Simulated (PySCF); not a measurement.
# Effect of structural changes

Level of theory: TDDFT CAM-B3LYP/aug-cc-pVDZ excited states, vertical, gas phase in PySCF. Geometry: PBE0-D3(BJ)/def2-SVP.

Each molecule in one low-energy conformer.

The calculation is non-relativistic, which matters for the atoms heavier than Zn.

Question: How does the largest two-photon cross section among the few lowest singlets (linear parallel light, single beam, Lorentzian half width 0.1 eV, states within 0.08 eV summed) change along this series?
- C#Cc1cc[o+]cc1 (H replaced by ethynyl)
- [SiH3]c1cc[o+]cc1 (H replaced by SiH3)
- C[Se]c1cc[o+]cc1 (H replaced by SeCH3)

Answer: 
```
         molecule  S1 (eV)  f(S1)  largest σ (GM)  at photon λ (nm)
   C#Cc1cc[o+]cc1     3.83  0.000             3.2               547
[SiH3]c1cc[o+]cc1     5.06  0.005             6.8               367
 C[Se]c1cc[o+]cc1     4.06  0.331             2.4               611
```
The largest two-photon cross section among the few lowest singlets (linear parallel light, single beam, Lorentzian half width 0.1 eV, states within 0.08 eV summed) is lowest for C[Se]c1cc[o+]cc1 and highest for [SiH3]c1cc[o+]cc1.
